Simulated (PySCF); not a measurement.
Cl2MoO, neutral, multiplicity 3. Atoms are numbered in the order given.

```xyz
4

Mo     0.0000     0.0000    -0.3082
O      0.0000     0.0000    -1.9508
Cl     0.0000    -1.9714     0.8397
Cl     0.0000     1.9714     0.8397
```
Charge 0, spin multiplicity 3.

Geometry: PBE0-D3(BJ)/def2-SVP. The spin state was assumed, not searched. The def2 effective core potentials stand for the cores of Mo; spin–orbit coupling is left out.

Level of theory: PySCF with PBE/def2-TZVPD.

Gas-phase values at a fixed geometry.

Computed frontier levels, dipole moment and polarisability:
```yaml
"α spin, highest occupied and lowest empty level": -5.90 and -4.35 eV
"β spin, highest occupied and lowest empty level": -8.28 and -4.59 eV
dipole_moment: 0.034 e·Å
quadrupole, principal values (traceless, Buckingham form, about the centre of nuclear charge): -3.02, -2.25, 5.27 D·Å
mean_static_polarisability: 74.6 bohr³ (11.05 Å³)
polarisability_principal_values: 54.9, 74.0, 94.8 bohr³
"⟨S²⟩": 2.014 (pure state 2.00)
```
